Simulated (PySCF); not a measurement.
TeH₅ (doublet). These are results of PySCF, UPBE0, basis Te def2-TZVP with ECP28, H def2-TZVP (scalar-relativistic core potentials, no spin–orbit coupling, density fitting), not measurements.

Harmonic bands of its minimum:

| ω (cm⁻¹) | IR (km/mol, summed over degenerate members) | degeneracy |
| --- | --- | --- |
| 678 | 0.0 | 1 |
| 707 | 72.2 | 1 |
| 744 | 1.8 | 2 |
| 880 | 0.0 | 1 |
| 906 | 170 | 2 |
| 1426 | 1901 | 2 |
| 1607 | 1.6 | 1 |
| 1663 | 0.0 | 1 |
| 2072 | 14.3 | 1 |

The central atom is Te. Infer the point group and assign the bands.

C4v. The modes span 2b1 + 3a1 + 3e + b2: 678 b1, 707 a1, 744 e, 880 b2, 906 e, 1426 e, 1607 a1, 1663 b1, 2072 a1. The computed geometry has Te–H 1.669 Å, Te–H 1.794 Å (×4); H–Te–H 86.6° (×4), H–Te–H 89.8° (×4), H–Te–H 173.3° (×2).

Only a few start shapes were tried, so a lower isomer may exist. Spin–orbit coupling, left out here, can matter for elements this heavy.
